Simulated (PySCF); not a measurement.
Compound: C₇H₁₆Si₂.
Bonds: C1–C2, C2–C3, C3–C4, C4–C5 (double), C5–C6, C6–Si7, C5–C8, C8–Si9, C4–Si9. Hydrogens: H10, H11, H12 on C1; H13, H14 on C2; H15, H16 on C3; H17, H18 on C6; H19, H20, H21 on Si7; H22, H23 on C8; H24, H25 on Si9.

NICS is the negative of the GIAO shielding at a point without a nucleus: at the ring centre (0) and 1 Å above and below it (1); zz is the component along the ring normal. Level: GIAO PBE0/pcSseg-1 (PySCF, non-relativistic, gas phase) on the GFN2-xTB geometry, one conformer.

Ring bond lengths (Å), with Mayer bond orders in brackets: C4–C5 1.346 (1.76), C5–C8 1.512 (1.03), C8–Si9 1.924 (0.92), Si9–C4 1.885 (0.94).

What do the NICS probes read (ppm)?

| ring | type | NICS(0) | NICS(1), two faces | NICS(1)zz, two faces | rms pucker (Å) | centre to ring atoms, mean (Å) |
| --- | --- | --- | --- | --- | --- | --- |
| C4–C5–C8–Si9 | 4-membered ring with Si; formal bonds 1 double, 3 single | -0.3 | -2.7 / -2.8 | 3.2 / 2.7 | 0.01 | 1.17 |

What do they say, and how far can they be read as aromaticity?

- C4–C5–C8–Si9: mean NICS(1)zz 2.9 ppm, near zero. C8, Si9 have four or more neighbours; no verdict on aromaticity is drawn.

At the first NICS(1) probe listed for ring C4–C5–C8–Si9, 1 Å off the ring, what do the in-plane components average?

The isotropic value is a third of the trace: (3 × -2.7 − (3.2))/2 = -5.7 ppm.

What are the shieldings of the ring atoms and their hydrogens in the same run (means over atoms taken as equivalent)?

| atoms | environment | σ isotropic (ppm) | principal values of the symmetric part, first atom (ppm) |
| --- | --- | --- | --- |
| C4 | fully substituted alkene carbon | 38.5 | -51.3, 39.7, 127.1 |
| C5 | fully substituted alkene carbon | 21.9 | -95.9, 27.6, 133.9 |
| C8 | sp3 carbon bound to silicon | 167.7 | 149.6, 164.5, 188.9 |
| Si9 | SiH2 silicon | 404.7 | 369.5, 398.5, 446.0 |
| H22 (×2) | methylene hydrogen | 29.94 | 26.2, 28.2, 35.0 |
| H24 (×2) | Si–H hydrogen | 26.92 | 24.0, 24.8, 32.1 |

Shape of the structure used: `[CH3:1][CH2:2][CH2:3][C:4]1=[C:5]([CH2:6][SiH3:7])[CH2:8][SiH2:9]1`: C1–C2–C3–C4 65°, C2–C3–C4–C5 -130°, C4–C5–C6–Si7 -91°.
